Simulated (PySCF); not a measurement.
**Dipole moment and polarisability of ZnMeBr**

Species: ZnMeBr, CH₃BrZn (singlet state).
Geometry (PBE0-D3(BJ)/def2-SVP, Å), atoms numbered from 1 in this order:
```
atom  x, y, z in Å
Zn1   -0.008    0.009   -1.108
C2     0.004    0.002    0.826
H3    -0.449    0.924    1.223
H4     1.034   -0.069    1.207
H5    -0.567   -0.856    1.212
Br6   -0.014   -0.009   -3.359
```

Level: PBE0/def2-SVPD (PySCF), static field, nuclei fixed, core orbitals frozen in the response. The polarisability tensor in these axes (au):

```
x   48.49  0.00  0.15
y    0.00 48.49  0.08
z    0.15  0.08 83.31
```

Question: Diagonalise the tensor; give its mean and Δα, where Δα² is half the sum of the squared differences of the eigenvalues.

Answer: Principal values 48.49, 48.49 and 83.31 au; mean 60.10 au = 8.91 Å³ = 9.91 × 10⁻⁴⁰ C²·m²/J; Δα = 34.82 au (58 % of the mean).

Question: What is the dipole moment, and where does it point?

Answer: (0.00, 0.03, 2.38) D, 2.38 D in size, pointing from the negative to the positive side. Measured along this direction, the outermost atoms are Br6 at the negative end and H3, H4 and H5 at the positive end.

Question: What molar refraction does this α imply?

Answer: Lorentz–Lorenz: R = (4π/3)N_A α = 2.5225 cm³/(mol·Å³) × 8.91 Å³ = 22.5 cm³/mol, in the limit of long wavelengths.

Question: Find the Langevin capture rate constant for NO+ (29.998 u) meeting this molecule (157.871 u), k = 2.342 × 10⁻⁹ cm³/s × √(α in Å³ / reduced mass in u).

Answer: The reduced mass is 25.21 u, so k = 1.39 × 10⁻⁹ cm³/s. The formula leaves out the permanent dipole, which adds to the capture rate.

Question: What would n − 1 = 2πNα be for an ideal gas of these molecules at 273.15 K and 1 atm, electronic part alone?

Answer: N = p/kT = 2.6868 × 10¹⁹ cm⁻³, so n − 1 = 2π × N × 8.91 × 10⁻²⁴ cm³ = 1503 × 10⁻⁶ at long wavelengths.

Question: In a dilute gas of rigid molecules at 298 K, how does the orientational term μ²/3kT compare with the electronic polarisability?

Answer: In Gaussian units μ²/3kT = 46.04 Å³ against 8.91 Å³, a ratio of 5.17; the Debye molar polarisation (4π/3)N_A(α + μ²/3kT) is 138.6 cm³/mol, leaving out the vibrational part.

Isolated species at its PBE0-D3(BJ)/def2-SVP geometry, gas phase. The calculation is non-relativistic, for bromine too.
